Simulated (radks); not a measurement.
Question: These are the eigenvalues of the occupied orbitals of an atom or ion with whole-number occupations (Ry). Calculated with a radial shooting solver on a logarithmic mesh with Libxc functionals: Dirac Kohn-Sham, PBE, spin-unpolarised, spherical densities, point nucleus.

1s1/2: -2069.336
2s1/2: -459.1829
2p1/2: -444.8752
2p3/2: -430.8238

Which element is it, and in what charge state? The configuration may be excited. Open shells, if any, fill j = l - 1/2 first.

Answer: Z = 47, silver, charge +39: Ag39+ in [He] 2s2 2p4. The list shows which subshells hold electrons but not how many an open one holds; the 1s level, -1034.7 hartree, gives Z - s = 45.5 by -(Z - s)^2/2, which with screening and relativity narrows Z to a few neighbours, and the depths of the outer levels then fix element, charge and occupations together.
